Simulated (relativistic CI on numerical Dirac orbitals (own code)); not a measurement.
Nb⁴⁺: M2,3 absorption edge

Computed with this model: Dirac-Coulomb-Breit CI, KLI orbitals optimised for each configuration, model QED (radiative potential, 1s self-energy scaled to tabulated hydrogen-like ionisation energies), valence Slater integrals scaled by 0.7, multiplet model of core-to-valence dipole absorption; configurations [Kr] 4d → [Ne] 3s2 3p5 3d10 4s2 4p6 4d2; 300 K; Lorentzian 1.2 eV and Gaussian 0.4 eV FWHM. Energies are those of the free ion, without screening or charge transfer. The branching ratio is the share of the lower-energy edge in the whole absorption, uncertain by about 0.02 where the edges overlap. S is read from ⟨S²⟩ = S(S + 1).

Field parameters in Wybourne normalisation: Oh B⁴₀ = 21Dq, B⁴₄ = √(5/14) B⁴₀. The field is a parameter set, without covalency.

Case free ion, the dichroism is that of the ground state at zero temperature, magnetised by exchange field 10 meV on Sz. The dichroism I(Δm = −1) − I(Δm = +1), over the sum of the three polarisations, integrates to 0.0107 on the lower edge and 0.0780 on the upper edge. The branching ratio is 0.760.

Problem. Use the orbital sum rule with 9 holes to get ⟨Lz⟩.

Solution. For a p → d edge ⟨Lz⟩ = 2 × n_h × (sum of both integrals) in this sign convention = 1.60; the ground state itself has ⟨Lz⟩ = 1.81 and ⟨Sz⟩ = -0.31. The rule assumes one radial integral for both edges, which relativistic orbitals only approach.
